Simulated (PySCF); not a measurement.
C2H7FO2Si, SMILES C[C@@H](O)[Si@H](F)O. Heavy atoms are numbered as in [CH3:1][C@@H:2]([OH:3])[Si@@H:4]([OH:5])[F:6]. Hydrogens are named by the atom that carries them.

The structure is a stationary point at PBE0-D3(BJ)/def2-SVP. The structure was generated by enumeration; whether it is a known compound was not checked. Other conformers were not sampled.

Level of theory: PBE0/pcSseg-1 run with PySCF.

GIAO shieldings, no solvent; atoms alike by connectivity are averaged. δ = σ(ref) − σ: ¹³C against TMS (σ = 186.3 ppm); ¹⁷O against H2O (σ = 334.2 ppm); ²⁹Si against TMS (σ = 352.7 ppm); ¹⁹F against CFCl3 (σ = 167.2 ppm); ¹H against TMS (σ = 31.56 ppm), references at their B3LYP-D3(BJ)/def2-TZVP geometries, non-relativistic.

Computed chemical shifts:
| nucleus | atoms | count | δ (ppm) |
|---|---|---|---|
| ¹³C | C2 (CH) | 1 | 59.6 |
| ¹³C | C1 (CH3) | 1 | 18.5 |
| ¹⁷O | O5 (OH) | 1 | 60.3 |
| ¹⁷O | O3 (OH) | 1 | 20.8 |
| ²⁹Si | Si4 (SiH) | 1 | -9.6 |
| ¹⁹F | F6 | 1 | -168.6 |
| ¹H | H on Si4 | 1 | 4.99 |
| ¹H | H on C2 | 1 | 3.73 |
| ¹H | H on O5 | 1 | 2.67 |
| ¹H | H on C1 | 3 | 1.58 |
| ¹H | H on O3 | 1 | 0.90 |
